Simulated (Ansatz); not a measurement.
Molecule: sum formula BNHCl2, net charge 0, doublet state. It need not be the lowest isomer of its formula. 
Coordinates optimised at B3LYP-D3(BJ)/def2-TZVP (Ansatz, an electronic-structure program):
SMILES: B(Cl)([NH])Cl
```xyz
5

N     -1.6603    -0.5804    -0.2428
B     -0.3578    -0.1258    -0.0276
Cl     0.9738    -1.2807    -0.0030
Cl    -0.0479     1.6060     0.0832
H     -2.3287    -0.8384     0.4747
```
Charge 0, spin multiplicity 2.

Dipole moments at this geometry, in debye (magnitudes).

| level | program | dipole (D) |
|---|---|---|
| SVWN5/def2-TZVPD | Ansatz | 1.47 |
| PBE/def2-TZVPD | Ansatz | 1.52 |
| BLYP/def2-TZVPD | Ansatz | 1.49 |
| revPBE/def2-TZVPD | Ansatz | 1.53 |
| r2SCAN/def2-TZVPD | Ansatz | 1.65 |
| PBE0/def2-TZVPD | Ansatz | ___ |
| BHLYP/def2-TZVPD | Ansatz | 1.78 |
| r2SCANh/def2-TZVPD | Ansatz | 1.70 |
| r2SCAN0/def2-TZVPD | Ansatz | 1.75 |
| HSE06/def2-TZVPD | Ansatz | 1.69 |
| CAM-B3LYP/def2-TZVPD | Ansatz | 1.73 |
| wB97M-V/def2-TZVPD | Ansatz | 1.73 |
| CCSD(T)/aug-cc-pV(D+d)Z | Ansatz | ___ |

Task: Complete the blanks.

Result: 
- PBE0/def2-TZVPD, dipole (D): 1.70
- CCSD(T)/aug-cc-pV(D+d)Z, dipole (D): 1.73
